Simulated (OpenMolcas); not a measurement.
Tb³⁺: CASPT2 settings compared

```
Program             : OpenMolcas
Basis               : ANO-R2 [8s6p4d3f1g]
Scalar Hamiltonian  : X2C, finite nucleus
Active space        : 8 electrons in 7 orbitals (4f)
State averaging     : 2S+1 = 7 even, 7 roots; 2S+1 = 5 even, 31 roots kept (CI in the orbitals of an earlier block)
Spin-orbit coupling : state interaction with AMFI integrals over the reference wave functions, term energies averaged over their components
```

Methods on the same reference wave functions:
A. CASSCF
B. SS-CASPT2, IPEA 0.3 Eh, no level shift (closed shells correlated: none)
C. SS-CASPT2, IPEA 0.1 Eh, sigma1 regulariser 0.3 Eh (closed shells correlated: 5s 5p)
D. XMS-CASPT2, IPEA 0.5 Eh, sigma2 regulariser 0.5 Eh (closed shells correlated: 5s 5p)

Energies in eV above 4f8 7F6, the measured ground level; measured values from Martin, Zalubas and Hagan, Atomic Energy Levels: The Rare-Earth Elements, NSRDS-NBS 60 (1978).

| Level | A | B | C | D | Measured |
| --- | --- | --- | --- | --- | --- |
| 4f8 7F6 | 0.0000 | 0.0000 | 0.0000 | 0.0000 | 0.0000 |
| 4f8 7F5 | 0.2807 | 0.283 | 0.284 | 0.281 | 0.2544 |
| 4f8 7F4 | 0.4647 | 0.465 | 0.466 | 0.465 | 0.4109 |
| 4f8 7F3 | 0.5932 | 0.593 | 0.594 | 0.593 | 0.5322 |
| 4f8 7F2 | 0.6808 | 0.680 | 0.680 | 0.681 | 0.6172 |
| 4f8 7F1 | 0.7352 | 0.733 | 0.734 | 0.735 | 0.6735 |
| 4f8 7F0 | 0.7613 | 0.759 | 0.760 | 0.761 | 0.7010 |
| 4f8 5D4 | 3.0148 | 2.827 | 2.794 | 3.024 |  |

Deviations, from unrounded energies. A percentage is the sum of absolute deviations over the sum of measured energies, with the sign that they share, or ± where signs differ.

```json
{"Against measurement": "mean absolute deviation (cm-1)", "Levels": "6", "A": "440", "B": "440", "C": "440", "D": "440"}
{"Against measurement": "fine structure of the ground term (%)", "Levels": "6", "A": "+10.2", "B": "+10.2", "C": "+10.3", "D": "+10.3"}
```

A, B, C, D lie about equally close to measurement. The largest miss of B in the table is 4f8 7F2, by +500 cm-1. The ranking rests on the paired levels alone, and a cruder setting can come out closer through cancelling errors.

Among B to D the level of the table that moves most is 4f8 5D4, by 1900 cm-1 (lowest in C, highest in D). Moves below CASPT2's spread within the term are not significant.

The two smallest mean deviations differ by little beside CASPT2's spread within terms, so their order carries little weight.

The lowest spin-free term lies below A's lowest term by 0.176 hartree in B, 0.557 hartree in C, 0.548 hartree in D.

Term energies are means over components that CASPT2 splits; among the terms shown or strongly mixed into the levels shown the widest spread is 550 cm-1 (4f8 5D, D). High states are left out of the spin-orbit mixing, which shifts the levels that they would mix with. Terms from blocks run as CI alone lack orbitals of their own. Without dynamic correlation excited terms often stand tens of per cent too high (terms of higher spin than the ground term too low), and those without a measured partner can miss by more than the paired ones (holds for A). Computed and measured levels are paired by configuration, term and J; levels that our copy of the source lacks, or whose pairing is in doubt (as where it misses far off the trend of its configuration), stay unpaired and out of the deviations. Only configurations of the active space appear. Levels that lie high or do not pair safely by name in every column are left out.
